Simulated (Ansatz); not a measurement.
C56H32N6⁻, that is 4CzIPN with one electron more. Total charge -1; doublet. Geometry PBE-D4/def2-SVP, that of the neutral singlet; atoms count from 1.

```xyz
94

N    -3.809    2.130    1.523
C    -2.731    1.786    1.209
C    -1.416    1.351    0.859
C    -0.297    1.933    1.502
N    -0.465    3.032    2.356
C    -0.976    4.288    1.984
C    -1.380    4.742    0.722
C    -1.828    6.066    0.623
C    -1.864    6.915    1.751
C    -1.440    6.457    3.005
C    -0.988    5.132    3.131
C    -0.467    4.352    4.238
C    -0.260    4.620    5.603
C     0.249    3.607    6.425
C     0.540    2.329    5.901
C     0.340    2.035    4.545
C    -0.151    3.061    3.727
C     0.994    1.396    1.276
C     2.139    2.078    1.794
N     3.074    2.659    2.199
C     1.168    0.259    0.438
N     2.457   -0.261    0.257
C     3.070   -0.547   -0.978
C     2.699   -0.134   -2.264
C     3.493   -0.563   -3.336
C     4.641   -1.356   -3.126
C     5.032   -1.723   -1.832
C     4.244   -1.315   -0.742
C     4.355   -1.491    0.693
C     5.267   -2.177    1.512
C     5.060   -2.193    2.897
C     3.948   -1.536    3.465
C     3.025   -0.843    2.669
C     3.247   -0.821    1.285
C     0.047   -0.305   -0.237
N     0.216   -1.405   -1.092
C     0.771   -2.646   -0.734
C     1.209   -3.095    0.519
C     1.709   -4.401    0.603
C     1.751   -5.245   -0.527
C     1.272   -4.802   -1.767
C     0.772   -3.493   -1.877
C     0.185   -2.737   -2.966
C    -0.070   -3.025   -4.318
C    -0.633   -2.033   -5.130
C    -0.917   -0.753   -4.610
C    -0.665   -0.440   -3.267
C    -0.141   -1.451   -2.452
C    -1.247    0.257   -0.036
N    -2.375   -0.278   -0.675
C    -2.735   -1.638   -0.719
C    -2.264   -2.702    0.061
C    -2.797   -3.973   -0.189
C    -3.793   -4.171   -1.169
C    -4.293   -3.093   -1.910
C    -3.765   -1.810   -1.685
C    -4.050   -0.500   -2.239
C    -4.927   -0.047   -3.240
C    -4.926    1.311   -3.581
C    -4.054    2.213   -2.937
C    -3.171    1.785   -1.935
C    -3.188    0.427   -1.591
H    -1.339    4.092   -0.163
H    -2.156    6.450   -0.354
H    -2.222    7.949    1.639
H    -1.454    7.125    3.880
H    -0.500    5.610    6.017
H     0.419    3.804    7.494
H     0.930    1.545    6.567
H     0.553    1.033    4.146
H     1.822    0.502   -2.437
H     3.211   -0.270   -4.358
H     5.243   -1.676   -3.990
H     5.943   -2.317   -1.668
H     6.126   -2.702    1.067
H     5.768   -2.723    3.551
H     3.802   -1.558    4.555
H     2.164   -0.337    3.126
H     1.165   -2.459    1.412
H     2.077   -4.768    1.573
H     2.153   -6.264   -0.429
H     1.281   -5.468   -2.643
H     0.176   -4.016   -4.729
H    -0.845   -2.249   -6.188
H    -1.348    0.020   -5.264
H    -0.873    0.567   -2.884
H    -1.508   -2.556    0.842
H    -2.429   -4.829    0.395
H    -4.191   -5.182   -1.341
H    -5.090   -3.244   -2.654
H    -5.596   -0.754   -3.752
H    -5.610    1.680   -4.360
H    -4.067    3.277   -3.217
H    -2.497    2.500   -1.444
```

Single mean-field runs in def2-SVP are fitted with def2-universal-jkfit.

(1) Estimate the Mulliken populations of the heavy atoms from the PBE0/def2-SVP orbitals of Ansatz.

(2) Where does the spin sit?

(3) And the Mayer bond orders between heavy atoms (over 0.3, the first 40 of 74)?

Results:

(1) 
```tsv
atom	charge (e)	spin (α − β)
N1	0.00	0.12
C2	-0.18	-0.06
C3	-0.25	0.18
C4	0.23	-0.09
N5	-0.33	0.00
C6	0.18	0.00
C7	-0.03	0.00
C8	-0.03	0.00
C9	-0.03	0.00
C10	-0.05	0.00
C11	0.01	0.00
C12	0.01	0.00
C13	-0.05	0.00
C14	-0.03	0.00
C15	-0.03	0.00
C16	-0.03	0.00
C17	0.18	0.00
C18	-0.25	0.18
C19	-0.18	-0.06
N20	0.00	0.12
C21	0.12	0.37
N22	-0.31	-0.03
C23	0.16	0.01
C24	-0.02	0.01
C25	-0.03	0.00
C26	-0.03	0.01
C27	-0.05	-0.01
C28	0.02	0.01
C29	0.03	0.00
C30	-0.05	0.00
C31	-0.03	0.00
C32	-0.03	0.00
C33	-0.04	0.00
C34	0.15	0.02
C35	0.04	-0.18
N36	-0.31	0.01
C37	0.16	0.00
C38	-0.03	0.00
C39	-0.02	0.00
C40	-0.03	0.00
C41	-0.05	0.00
C42	0.03	0.00
C43	0.03	0.00
C44	-0.05	0.00
C45	-0.03	0.00
C46	-0.02	0.00
C47	-0.03	0.00
C48	0.16	0.00
C49	0.12	0.37
N50	-0.31	-0.03
C51	0.16	0.01
C52	-0.02	0.01
C53	-0.03	0.00
C54	-0.03	0.01
C55	-0.05	-0.01
C56	0.02	0.01
C57	0.03	0.00
C58	-0.05	0.00
C59	-0.03	0.00
C60	-0.03	0.00
C61	-0.04	0.00
C62	0.15	0.02
```
Mulliken values depend strongly on the basis.

(2) Summed by element: N 0.19, C 0.81, H 0.00, of 1 unpaired in all. Largest on single atoms: C49 0.37, C21 0.37, C35 -0.18.

(3) N1–C2 2.91 (1.17 Å); C2–C3 1.18 (1.43 Å); C3–C4 1.37 (1.42 Å); C3–C49 1.16 (1.42 Å); C4–N5 0.99 (1.40 Å); C4–C18 1.37 (1.42 Å); N5–C6 1.06 (1.41 Å); N5–C17 1.06 (1.41 Å); C6–C7 1.36 (1.40 Å); C6–C11 1.29 (1.42 Å); C7–C8 1.40 (1.40 Å); C8–C9 1.35 (1.41 Å); C9–C10 1.41 (1.40 Å); C10–C11 1.36 (1.41 Å); C11–C12 1.13 (1.45 Å); C12–C13 1.36 (1.41 Å); C12–C17 1.29 (1.42 Å); C13–C14 1.41 (1.40 Å); C14–C15 1.35 (1.41 Å); C15–C16 1.40 (1.40 Å); C16–C17 1.36 (1.40 Å); C18–C19 1.18 (1.43 Å); C18–C21 1.16 (1.42 Å); C19–N20 2.91 (1.17 Å); C21–N22 1.00 (1.40 Å); C21–C35 1.37 (1.43 Å); N22–C23 1.05 (1.41 Å); N22–C34 1.06 (1.41 Å); C23–C24 1.36 (1.40 Å); C23–C28 1.29 (1.42 Å); C24–C25 1.41 (1.40 Å); C25–C26 1.34 (1.41 Å); C26–C27 1.41 (1.40 Å); C27–C28 1.36 (1.41 Å); C28–C29 1.13 (1.45 Å); C29–C30 1.36 (1.41 Å); C29–C34 1.29 (1.42 Å); C30–C31 1.40 (1.40 Å); C31–C32 1.35 (1.41 Å); C32–C33 1.40 (1.40 Å).
